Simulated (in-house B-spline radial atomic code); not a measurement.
# How G0W0 and RPA depend on the start: Ca8+

Configuration [Ne] 3s2. Computed with a B-spline radial code for spherical atoms: all electrons, scalar-relativistic (spin-free one-electron X2C), finite nucleus, each spin shell either full or empty, empty states to l = 9 with an (l + 1/2)⁻⁴ tail; G0W0 by contour deformation at full frequency.

```
            start  mean-field 3s (eV)  G0W0 (eV)  QP weight  RPA correlation (Eh)
     Hartree-Fock             -186.44    -188.81      0.979              -0.71895
         LDA VWN5             -178.79    -189.42      0.963              -0.80606
              PBE             -178.68    -189.35      0.963              -0.80438
             PBE0             -180.91    -189.19      0.969              -0.77809
           r2SCAN             -178.98          ?          ?                     ?
            HSE06             -180.58    -189.22      0.968                -0.781
  B3LYP (VWN-RPA)             -180.70    -189.23      0.967               -0.7835
             SCAN             -179.06    -189.30      0.965              -0.79158
             TPSS             -178.79          ?          ?                     ?
        BHandHLYP             -183.15    -189.05      0.973               -0.7561
        CAM-B3LYP             -182.67    -189.13      0.971              -0.77099
          LC-wPBE             -184.20    -189.09      0.973              -0.76891
            wB97X             -183.74    -189.04      0.973              -0.76566
           PBEsol             -178.54    -189.37      0.963              -0.80471
             BLYP             -178.76    -189.34      0.963               -0.8049
          r2SCAN0             -181.11    -189.17      0.970              -0.76994
LDA exchange-only             -176.99    -189.39      0.964              -0.80568
```

Task: What G0W0 level, weight and RPA correlation energy follow from the r2SCAN start?

Result: G0W0 level -189.31 eV, weight 0.965, RPA correlation -0.79164 hartree.

Task: What G0W0 level, weight and RPA correlation energy follow from the TPSS start?

Result: G0W0 level -189.33 eV, weight 0.964, RPA correlation -0.79989 hartree.

Task: How much of the dependence on the start does G0W0 remove?

Result: The mean-field levels span 9.45 eV and the G0W0 levels 0.604 eV. Against 188.54 ± 0.06 eV (NIST, semi-empirical) the G0W0 removal energies are off by +0.27 to +0.88 eV, with spin-orbit coupling, Breit and QED terms left out.
